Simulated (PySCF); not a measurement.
**Bond length, frequency and bond energy of MgBe by level of theory**

State: ¹Σ⁺ (singlet), closed shell. Set-up: Mg pcseg-1, Be pcseg-1; no relativity (PySCF 2.14). De refers to Mg + Be in their ground configurations, without counterpoise correction. A positive dipole means Mg(−)Be(+). Levels whose curve was spin-contaminated or gave no clean fit are not listed.

| Level | Re (Å) | ωe (cm⁻¹) | De (eV) | μ (D) |
| --- | --- | --- | --- | --- |
| PBE | 3.041 | 176 | 0.201 | -0.86 |
| r²SCAN | 3.085 | 169 | 0.165 | -0.80 |
| M06-L | 3.069 | 152 | 0.146 | -1.07 |
| PBE0 | 3.162 | 145 | 0.132 | -0.63 |
| r²SCAN0 | 3.200 | 141 | 0.116 | -0.59 |
| M06 | 3.207 | 126 | 0.124 | -0.64 |

(1) What does a quarter of exact exchange do here, going from PBE to PBE0?

(2) What does the step from GGA to meta-GGA do here, going from PBE to r²SCAN?

(3) What does a quarter of exact exchange do here, going from r²SCAN to r²SCAN0?

Closed-shell solutions of metal pairs were not tested for spin polarisation, which can lower them a little. The bond is weak. Basis-set superposition, not corrected here, can be much of De in a small basis, most of all at correlated wavefunction levels. Functionals without a dispersion term scatter widely for such bonds, and LDA overbinds them.

The whole job (state search and all levels along the bond) took about 0.52 min on 1 thread of Intel Xeon 6975P-C (shared host), peak memory 0.32 GiB.

## Answers

(1) PBE0 less PBE: +12.1 pm in Re, -17.6 % in ωe, -0.07 eV in De. Exact exchange removes part of the self-interaction that spreads semilocal densities, and in most molecules shortens and stiffens the bond and lowers De; here Re and ωe go the other way.

(2) r²SCAN less PBE: +4.4 pm in Re, -4.0 % in ωe, -0.04 eV in De. 

(3) r²SCAN0 less r²SCAN: +11.5 pm in Re, -16.6 % in ωe, -0.05 eV in De. Exact exchange removes part of the self-interaction that spreads semilocal densities, and in most molecules shortens and stiffens the bond and lowers De; here Re and ωe go the other way.
